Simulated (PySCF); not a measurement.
Species: C5H10N2Si2.
Atom-mapped SMILES: `[NH2:1][Si@@H:2]([SiH3:3])[c:4]1[cH:5][cH:6][n:7][cH:8][cH:9]1` (hydrogens: H10, H11 on N1; H12 on Si2; H13, H14, H15 on Si3; H16 on C5; H17 on C6; H18 on C8; H19 on C9)

Computed with PySCF at PBE0/pcSseg-1 and CAM-B3LYP/def2-SVPD, non-relativistic, on one gas-phase PBE0-D3(BJ)/def2-SVP geometry that isn't relaxed in the solvent. The solvent is an IEF-PCM continuum (van der Waals radii × 1.2). Only the electrostatic response of the medium enters.

Gas phase at PBE0/pcSseg-1: HOMO -7.29 eV, LUMO -1.23 eV, dipole 3.05 D.

Problem. What does the continuum do to the energy, the frontier levels and the dipole at PBE0/pcSseg-1 in cyclohexane and methanol?

Solution. 
```json
{"solvent": "cyclohexane", "ε": "2.017", "E(solvent) − E(gas) (kcal/mol)": "-2.62", "polarisation term (kcal/mol)": "-2.77", "distortion of the solute (kcal/mol)": "0.15", "HOMO (eV)": "-7.35", "LUMO (eV)": "-1.22", "dipole (D)": "3.43"}
{"solvent": "methanol", "ε": "32.61", "E(solvent) − E(gas) (kcal/mol)": "-6.68", "polarisation term (kcal/mol)": "-7.69", "distortion of the solute (kcal/mol)": "1.01", "HOMO (eV)": "-7.35", "LUMO (eV)": "-1.26", "dipole (D)": "4.08"}
```

The polarisation term is half the interaction of the solute with the surface charges that it induces; the rest is the cost of distorting the solute's density. The sum is the electrostatic part of solvation alone. From cyclohexane to methanol the lowering changes by a factor 2.55, Onsager's factor (ε − 1)/(2ε + 1) by 2.36 and ε itself by 16.2.

Problem. Which radius a makes the point-dipole formula ΔE = −[(ε − 1)/(2ε + 1)]·μ²/a³ give the value in methanol, with the gas-phase dipole?

Solution. μ = 1.199 au and |ΔE| = 0.01065 Eh give a = 2.12 Å; the farthest nucleus lies 4.14 Å from the centroid of the nuclei, so such a sphere wouldn't even hold the nuclei. The formula assumes a rigid point dipole at the centre of a sphere.

Problem. Which Hirshfeld charges (PBE0/pcSseg-1) respond most in cyclohexane (means over atoms taken as equivalent)?

Solution. 
| atoms | environment | gas (e) | solvent (e) | change |
| --- | --- | --- | --- | --- |
| N7 | pyridine-type nitrogen | -0.163 | -0.176 | -0.013 |
| H10/H11 | N–H hydrogen | +0.119 | +0.123 | +0.004 |
| H16/H19 | aromatic hydrogen | +0.049 | +0.051 | +0.002 |
| C6/C8 | aromatic CH next to a ring nitrogen | +0.015 | +0.013 | -0.002 |
| H17/H18 | aromatic hydrogen | +0.051 | +0.053 | +0.002 |
| Si2 | SiH silicon | +0.303 | +0.305 | +0.002 |

Problem. How do the nuclear quadrupole coupling constants eQVzz/h respond in cyclohexane?

Solution. 
| nucleus | Q (barn) | gas (MHz) | solvent (MHz) | η gas | η solvent |
| --- | --- | --- | --- | --- | --- |
| 14N at N1 | 0.02044 | -4.54 | -4.45 | 0.28 | 0.26 |
| 14N at N7 | 0.02044 | -5.54 | -5.44 | 0.40 | 0.39 |

Gas phase at CAM-B3LYP/def2-SVPD: HOMO -8.71 eV, LUMO -0.20 eV, dipole 2.98 D.

Problem. What does the continuum do to the energy, the frontier levels and the dipole at CAM-B3LYP/def2-SVPD in cyclohexane?

Solution. 
| solvent | ε | E(solvent) − E(gas) (kcal/mol) | polarisation term (kcal/mol) | distortion of the solute (kcal/mol) | HOMO (eV) | LUMO (eV) | dipole (D) |
| --- | --- | --- | --- | --- | --- | --- | --- |
| cyclohexane | 2.017 | -2.50 | -2.67 | 0.17 | -8.73 | -0.17 | 3.41 |

The atom shares or the degeneracy of the HOMO differ from the gas phase in cyclohexane, so that column needn't follow one orbital.

Problem. How does the static polarisability (CAM-B3LYP/def2-SVPD, frozen core, with the continuum's full static response) change?

Solution. 
```csv
medium,isotropic (au),principal values (au),⟨r²⟩ of the electrons (bohr²)
gas,128.1,"102.8, 126.0, 155.5",1984.6
cyclohexane,145.5,"115.8, 145.5, 175.2",1984.9
```

The isotropic value in cyclohexane is 1.14 times the gas-phase one; no cavity-field correction is applied. ⟨r²⟩ is taken about the centre of nuclear charge.

Conformer computed: `[NH2:1][Si@@H:2]([SiH3:3])[c:4]1[cH:5][cH:6][n:7][cH:8][cH:9]1`: N1–Si2–C4–C5 155°, H–N1–Si2–Si3 180°, H–N1–Si2–Si3 41°.
